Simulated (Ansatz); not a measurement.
Two members of one family (GaF3 adduct), computed with Ansatz in the gas phase. Binding counts from free atoms in the multiplicity of their measured ground term, without zero-point energy. A dash marks a value that wasn't run or was left out as unsound. The structures are stationary points that may keep the symmetry of their start. Remarks come from the PBE and PBE0 runs and from stability tests at other levels; not every state was tested. HOMO above LUMO (over both spins in singlets and doublets, within one spin in higher multiplets; at PBE or PBE0), or a gap under 0.15 eV within one spin, warns that the state may not be the lowest or that an electron is smeared out.

First: Ga(H2S)F3 (singlet, charge 0, PBE-D4/def2-SVP geometry).

```xyz
7

Ga    1.018    0.004   -0.127
S    -1.369   -0.646    0.478
H    -1.598    0.595    1.002
H    -1.817   -0.254   -0.752
F     1.774   -0.035    1.466
F     0.590    1.595   -0.773
F     1.402   -1.259   -1.296
```

```csv
level,HOMO (eV),LUMO (eV),gap (eV),vertical IE (eV),binding per atom (eV)
PBE-D4/def2-TZVP,-8.37,-2.28,6.10,11.46,3.39
r2SCAN-D4/def2-TZVP,-8.77,-2.02,6.75,11.74,3.36
PBE0-D4/def2-TZVP,-9.93,-1.28,8.65,12.13,3.27
CAM-B3LYP-D4/def2-TZVP,-11.30,-0.15,11.16,–,3.33
ωB97M-V/def2-TZVP,-12.14,0.79,12.93,–,3.33
```

Remarks: gap within one spin near zero at PBE or PBE0 (+1 doublet).

Second: Ga(NH3)F3 (singlet, charge 0, PBE-D4/def2-SVP geometry).

```csv
atom,x (Å),y (Å),z (Å)
Ga1,-0.3585,0.8163,-0.5713
N2,0.3447,-0.7847,0.5495
H3,1.3651,-0.8738,0.4419
H4,-0.0976,-1.6601,0.2344
H5,0.1275,-0.6445,1.5458
F6,-1.4879,-0.0354,-1.6393
F7,1.1651,1.3769,-1.2845
F8,-1.0585,1.8053,0.7236
```

**Question.** What does the change do? Estimate second minus first.

**Answer.** 
```
                 level  Δ HOMO (eV)  Δ LUMO (eV)  Δ gap (eV)  Δ vertical IE (eV)  Δ binding per atom (eV)
      PBE-D4/def2-TZVP         0.13         0.52        0.39                0.30                     0.31
   r2SCAN-D4/def2-TZVP         0.03         0.84        0.81                0.35                     0.28
     PBE0-D4/def2-TZVP        -0.40         0.43        0.83                0.53                     0.31
CAM-B3LYP-D4/def2-TZVP        -0.64         0.07        0.71                   –                     0.33
     ωB97M-V/def2-TZVP        -0.76        -0.07        0.68                   –                     0.30
```

Remarks: gap within one spin near zero at PBE or PBE0 (+1 doublet).
